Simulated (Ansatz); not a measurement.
SiOBr, SMILES Br[Si]=O, multiplicity 2.

Geometry: TPSSh-D3(BJ)/def2-TZVP.

Two levels are set side by side: PBE/def2-TZVPD (Ansatz, an electronic-structure program) and CAM-B3LYP/def2-TZVPD (Ansatz). Energy differences of separate SCF runs at the same geometry; the states with an electron removed or added have multiplicity 1 and 1. Differences are taken from unrounded values.

| quantity | CAM-B3LYP | PBE | PBE minus CAM-B3LYP |
|---|---|---|---|
| vertical ionisation energy (eV) | 10.23 | 9.83 | -0.40 |
| vertical electron affinity (eV) | 2.77 | 2.54 | -0.23 |
